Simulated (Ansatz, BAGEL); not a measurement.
How basis sets differ on C2H10OSi2 (SMILES C[SiH2]O[SiH2]C)

C2H10OSi2: 15 atoms, total charge 0, spin state singlet. As SMILES, `C[SiH2]O[SiH2]C`. The coordinates come from a PBE0-D4/def2-TZVP relaxation. This is one conformer, not always the lowest.

Each level gives the vertical ionisation energy (to the doublet cation) (eV). The values are calculated.

```csv
level,kind,program,value (eV),CPU time (all runs)
HF/STO-3G,Hartree–Fock,Ansatz,5.42,2.5 s
HF/3-21G,Hartree–Fock,Ansatz,9.71,9.6 s
"HF/pcseg-0 (density fitting with tzvpp-jkfit), open shells restricted",Hartree–Fock,BAGEL,10.38,8.7 s
HF/6-31G* (spherical functions),Hartree–Fock,Ansatz,10.14,24 s
"HF/pcseg-1 (density fitting with tzvpp-jkfit), open shells restricted",Hartree–Fock,BAGEL,10.75,23 s
"HF/aug-pcseg-1 (density fitting with tzvpp-jkfit), open shells restricted",Hartree–Fock,BAGEL,10.67,43 s
"HF/pcseg-2 (density fitting with tzvpp-jkfit), open shells restricted",Hartree–Fock,BAGEL,10.61,73 s
```

The values span 5.42 to 10.75 eV. Without the sets that lack polarisation functions the rows with a basis span only 10.14 to 10.75 eV. Times are those of the runs behind each value, whatever else they computed, on shared processors of several kinds: orders of magnitude only.
